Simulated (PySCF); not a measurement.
## Working out the ionisation energy of Zn²⁺

Zn²⁺ [Ar] 3d10 (1S) → Zn³⁺ [Ar] 3d9 (2D). Calculation: PySCF 2.14, in def2-QZVPPD (11s6p5d4f2g, 100 functions); no relativity, point nucleus. Frozen: [Ar]. Energies in hartree (1 hartree = 27.21139 eV):

| part | Zn²⁺ (lower) | Zn³⁺ (upper) |
| --- | --- | --- |
| UHF | -1776.958107 | -1775.587453 |
| CCSD correlation | -0.397269 | -0.309883 |
| (T) | -0.009760 | -0.005148 |

Task: What does Hartree-Fock give?

Result: (-1775.587453) − (-1776.958107) = 1.370654 hartree = 37.297 eV.

Task: What do CCSD and CCSD(T) give?

Result: The CCSD correlation energies differ by 0.087386 hartree = 2.378 eV and the triples by 0.004612 hartree = 0.125 eV, so CCSD gives 39.675 eV and CCSD(T) 39.800 eV.

A first-order spin-orbit estimate adds -0.152 eV to CCSD(T) (valence), giving 39.648 eV against 39.723 eV (measured; NIST Atomic Spectra Database, ionization energies).

The calculation is non-relativistic.

What remains against the reference includes basis incompleteness, the frozen core and higher excitations.
